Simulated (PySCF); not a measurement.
**[WS2]- at several levels of theory**

All levels use the PBE0 minimum (quartet; W–S 2.206 Å (×2); S–W–S 140.6°), basis [W def2-SVPD with ECP60, S def2-SVPD], scalar-relativistic core potentials, density fitting, no spin–orbit coupling, PySCF. For vertical energies the ionised species is a triplet (spins chosen at PBE0 and kept). Open shells are unrestricted, also as the reference of the correlated levels. Dipoles are about the centre of mass. A dash marks a value that was not computed or is not defined at that level.

```xyz
3
charge -1 multiplicity 4, angstrom
W     0.0000    0.0000   -0.1915
S     2.0762    0.0000    0.5527
S    -2.0762    0.0000    0.5527
```

| level | vertical detachment energy (eV) | −ε(HOMO) (eV) | dipole (D) |
| --- | --- | --- | --- |
| PBE0 | ? | ? | ? |
| HF | 2.76 | 3.93 | 2.65 |
| MP2 | 4.09 | – | – |
| PBE | 2.89 | 0.21 | 2.11 |
| B3LYP | 3.05 | 1.12 | 2.38 |
| r2SCAN | 3.11 | 0.58 | 2.23 |
| TPSSh | 3.03 | 0.79 | 2.28 |
| PBEsol | 2.90 | 0.19 | 2.03 |
| BHandHLYP | ? | ? | ? |

**Question.** Fill in the row of BHandHLYP.

**Answer.** vertical detachment energy (eV) 3.23, −ε(HOMO) (eV) 2.40, dipole (D) 2.68.

**Question.** Fill in the row of PBE0.

**Answer.** vertical detachment energy (eV) 3.19, −ε(HOMO) (eV) 1.45, dipole (D) 2.33.

Spin contamination in at least one species weakens the values at: HF, MP2.

With open d or f shells other occupations or spin states may lie lower. The lowest empty level of this anion is unbound, so it and the gap depend on the basis. No spin–orbit coupling is included, which matters more the heavier the element.
